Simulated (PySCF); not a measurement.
Isomers of C9H13B, mass 132.111 u with the commonest isotopes. Computed with PBE0-D3(BJ)/def2-SVP geometry optimisation, gas phase in PySCF. One conformer each, none proved a minimum here; rigid rotors.

Question: Order these by rotational constant C, smallest first.
A. `[CH3:1][B:2]([CH3:3])[C@H:4]1[C@H:5]2[CH:6]=[CH:7][C@@H:8]1[CH:9]=[CH:10]2` with C1–B2–C4–C5 33°
B. `[CH3:1][B:2]([CH3:3])[C:4]1=[CH:5][CH:6]=[CH:7][CH:8]=[CH:9][CH2:10]1` with C4–C5–C6–C7 30°, C6–C7–C8–C9 -30°, C8–C9–C10–C4 71°, B2–C4–C10–C9 104°
C. `CB(C)C1=C[C@@H]2C=C[C@H]1C2`
D. `CB(C1C=CC2(C=1)CC2)C`

Answer: D (652.4 MHz), B (736.6 MHz), C (847.3 MHz), A (1012 MHz).

Question: Order these by rotational constant A, largest first.
A. `CB(C)C1=CC2(C=C1)CC2`
B. `CB(C)C1=C[C@@H]2C=C[C@H]1C2`
C. `[CH3:1][B:2]([CH3:3])[C@H:4]1[C@H:5]2[CH:6]=[CH:7][C@@H:8]1[CH:9]=[CH:10]2` with C1–B2–C4–C5 33°

Answer: A (2914 MHz), B (2584 MHz), C (2378 MHz).

Question: Order these by rotational constant B, largest first.
A. `CB(C)C1=CC2(C=C1)CC2`
B. `[CH3:1][B:2]([CH3:3])[C@H:4]1[C@H:5]2[CH:6]=[CH:7][C@@H:8]1[CH:9]=[CH:10]2` with C1–B2–C4–C5 33°
C. `CB(C)C1=C[C@@H]2C=C[C@H]1C2`

Answer: B (1126 MHz), C (969.6 MHz), A (781.8 MHz).

```json
{"SMILES": "CB(C)C1=CC2(C=C1)CC2", "point group": "–", "Ia (u·Å²)": "173.41", "Ib (u·Å²)": "646.46", "Ic (u·Å²)": "774.59", "κ": "-0.89", "μa (D)": "1.84", "μb (D)": "0.51", "μc (D)": "0.00"}
{"SMILES": "CB(C)C1=C[C@@H]2C=C[C@H]1C2", "point group": "C1", "Ia (u·Å²)": "195.62", "Ib (u·Å²)": "521.23", "Ic (u·Å²)": "596.45", "κ": "-0.86", "μa (D)": "0.58", "μb (D)": "0.22", "μc (D)": "0.02"}
{"SMILES": "CB(C)[C@H]1[C@H]2C=C[C@@H]1C=C2", "point group": "near Cs", "Ia (u·Å²)": "212.55", "Ib (u·Å²)": "448.68", "Ic (u·Å²)": "499.61", "κ": "-0.83", "μa (D)": "0.07", "μb (D)": "0.03", "μc (D)": "0.22"}
{"SMILES": "CB(C)C1=CC=CC=CC1", "point group": "C1", "Ia (u·Å²)": "214.43", "Ib (u·Å²)": "531.58", "Ic (u·Å²)": "686.05", "κ": "-0.74", "μa (D)": "0.31", "μb (D)": "0.12", "μc (D)": "0.17"}
```
